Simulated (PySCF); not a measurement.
# C⁺: ionisation energy

C⁺ [He] 2s2 2p1 (2P) → C²⁺ [He] 2s2 (1S), as a difference of total energies. Computed with PySCF 2.14 in aug-cc-pVTZ with one added diffuse shell each of s, p, d, f type (6s5p4d3f, 62 functions), with the non-relativistic Hamiltonian (point nucleus). Correlated levels: valence: 1s2 frozen. The calculations carry no spin-orbit coupling.

```json
{"method": "UHF", "ionisation energy (eV)": "24.151", "error (eV)": "-0.227"}
{"method": "LDA", "ionisation energy (eV)": "24.752", "error (eV)": "+0.374"}
{"method": "PBE", "ionisation energy (eV)": "24.833", "error (eV)": "+0.455"}
{"method": "PBE0", "ionisation energy (eV)": "24.816", "error (eV)": "+0.438"}
{"method": "r2SCAN", "ionisation energy (eV)": "24.985", "error (eV)": "+0.607"}
{"method": "BLYP", "ionisation energy (eV)": "24.899", "error (eV)": "+0.521"}
{"method": "wB97M-V", "ionisation energy (eV)": "24.382", "error (eV)": "+0.004"}
{"method": "B3LYP", "ionisation energy (eV)": "25.015", "error (eV)": "+0.637"}
{"method": "TPSSh", "ionisation energy (eV)": "24.974", "error (eV)": "+0.596"}
{"method": "MP2 (valence)", "ionisation energy (eV)": "24.365", "error (eV)": "-0.013"}
{"method": "SCS-MP2 (valence)", "ionisation energy (eV)": "24.326", "error (eV)": "-0.052"}
```

Reference: 24.378 eV (measured; NIST levels, between the centres of gravity of the two terms).

Errors of the correlated levels include the incompleteness of this basis and the frozen core.
